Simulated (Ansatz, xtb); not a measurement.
# Relative energy of two isomers of C6H5NO

We compare I, `C#Cc1[nH]ccc1O`, a singlet, with II, `C#Cc1cc(O)c[nH]1`, a singlet. Both are isolated molecules in the gas phase, relaxed with PBE0-D3(BJ)/def2-SVP; the shapes shown needn't be the lowest conformers.

I (Å):

```xyz
13

C    -0.6820    2.1948    1.1981
C    -1.2541    1.4318    0.4439
C    -1.9211    0.5601   -0.4394
C    -3.1002   -0.0599   -2.2487
C    -2.8504   -1.2113   -1.5201
C    -2.1071   -0.8214   -0.3793
N    -2.5441    0.9872   -1.5983
O    -1.6352   -1.5899    0.6184
H    -0.1733    2.8595    1.8707
H    -2.5671    1.9515   -1.8960
H    -3.6377    0.0716   -3.1849
H    -3.1682   -2.2190   -1.7816
H    -1.8829   -2.5039    0.4504
```

II (Å):

```yaml
atoms:
  - { symbol: C, position_ang: [0.5669, 1.9766, -0.2204] }
  - { symbol: C, position_ang: [-0.4115, 1.2735, -0.3787] }
  - { symbol: C, position_ang: [-1.5429, 0.4463, -0.5628] }
  - { symbol: C, position_ang: [-2.8940, 0.7743, -0.6724] }
  - { symbol: C, position_ang: [-3.6010, -0.4382, -0.8456] }
  - { symbol: C, position_ang: [-2.6777, -1.4722, -0.8385] }
  - { symbol: N, position_ang: [-1.4435, -0.9143, -0.6667] }
  - { symbol: O, position_ang: [-4.9311, -0.6197, -0.9957] }
  - { symbol: H, position_ang: [1.4280, 2.6032, -0.0804] }
  - { symbol: H, position_ang: [-3.3011, 1.7825, -0.6294] }
  - { symbol: H, position_ang: [-5.3649, 0.2379, -0.9665] }
  - { symbol: H, position_ang: [-2.8271, -2.5428, -0.9433] }
  - { symbol: H, position_ang: [-0.5719, -1.4216, -0.6208] }
```

Energies in hartree; the thermal terms are from GFN2-xTB frequencies at re-optimised GFN2-xTB minima (ideal gas, soft modes damped towards free rotors, one conformer each, 298.15 K, 1 atm) and include the zero-point energy:

```
                              I           II
E, CCSD(T)/def2-SVP  −360.268989  −360.268130
    E, MP2/def2-SVP  −360.188805  −360.188544
  E, MP2/def2-TZVPP  −360.848447  −360.848547
  zero-point energy     0.092859     0.092816
       H(298 K) − E     0.101224     0.101178
       G(298 K) − E     0.061532     0.061526
```

Task: Correct the CCSD(T) difference for the basis set by the MP2 change, then work out ΔE, ΔE₀, ΔH and ΔG for I → II in kJ/mol (1 Eh = 2625.50 kJ/mol) and the equilibrium ratio [II]/[I].

Result: 1. Differences II − I: CCSD(T) +0.000859, MP2 in the small set +0.000261, MP2 in the large set −0.000100 Eh.
2. ΔE = +0.000859 + (−0.000100 − (+0.000261)) = +0.000498 Eh = +1.31 kJ/mol.
3. ΔE₀ = ΔE + ΔZPE = +0.000498 + (−0.000043) Eh = +1.19 kJ/mol.
4. ΔH = ΔE + (−0.000046) Eh = +1.19 kJ/mol.
5. ΔG = ΔE + (−0.000006) Eh = +1.29 kJ/mol, so ΔS = (ΔH − ΔG)/T = −0.4 J/(mol K).
6. kT = 0.9442 mEh, so K = [II]/[I] = exp(−ΔG/kT) = exp(−0.52) ≈ 0.59.

The two are too close for this level to say which is favoured. An error of 4 kJ/mol in ΔG would change K by a factor of 5. Mirror images and further conformers aren't counted.

As drawn, both hold the same kinds of bond in the same numbers.

Other levels gave ΔE = −2.1 (GFN2-xTB); +4.2 (HF/STO-3G, GFN2-xTB geometries); +2.4 (r2SCAN-D4/def2-SVP, GFN2-xTB geometries); +2.8 (PBE0-D3(BJ)/def2-SVP); +4.0 (HF/def2-SVP); +0.7 (MP2/def2-SVP); +2.3 (CCSD(T)/def2-SVP) kJ/mol. The correlated steps freeze 8 core orbitals. Programs: Ansatz 0.2.0, xtb 6.7.1.
